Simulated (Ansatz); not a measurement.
`NBC1C=C1`, charge 0, multiplicity 1.

Give a relaxed structure at PBE0-D4/def2-TZVP (Ansatz 0.2.0). (An estimate is asked.)

Computed: 
Z-matrix (Å, degrees):
```
C
B 1 1.552
C 1 1.524 2 120.9
C 1 1.524 2 120.9 3 -58.5
H 1 1.097 2 117.2 3 150.8
N 2 1.394 1 121.2 3 -150.8
H 2 1.202 1 120.7 3 29.2
H 3 1.076 1 143.7 2 73.7
H 4 1.076 1 143.7 2 -73.6
H 6 1.005 2 123.4 1 -180.0
H 6 1.007 2 123.0 1 0.0
```
Point group Cs.
This is one stationary point; other conformers may exist.
